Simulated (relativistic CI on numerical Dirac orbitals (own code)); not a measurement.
## Pd5+: 4d valence photoemission

Computed with this model: Dirac-Coulomb-Breit CI, KLI orbitals optimised for each configuration, QED by a radiative potential, valence Slater integrals scaled by 0.9, multiplet model of photoemission in the sudden approximation; configurations [Kr] 4d5 → [Kr] 4d4; 300 K; Lorentzian 0.42 eV and Gaussian 0.5 eV FWHM. Energies are those of the free ion, without screening or charge transfer. The energies are binding energies and can lie tens of eV above those of solids. S is read from ⟨S²⟩ = S(S + 1).

Field parameters in Wybourne normalisation: D3d B²₀ = −7Dσ, B⁴₀ = −14Dq − 21Dτ, B⁴₃ = −14√(10/7) Dq; Oh B⁴₀ = 21Dq, B⁴₄ = √(5/14) B⁴₀; Td as Oh with Dq negative (B⁴₀ = 21Dq, B⁴₄ = √(5/14) B⁴₀). The field is a parameter set, without covalency.

Peaks in eV (height, largest 100): 82.0 (88), 84.7 (100).

(1) Which surroundings give this spectrum?
A. Td, 10Dq = -13850 cm⁻¹
B. D3d, 10Dq = 24150, Dσ = 400, Dτ = -480 cm⁻¹
C. Oh, 10Dq = 27950 cm⁻¹
D. free ion

## Answers

(1) B. D3d, 10Dq = 24150, Dσ = 400, Dτ = -480 cm⁻¹, where the ground state has S = 2.37.
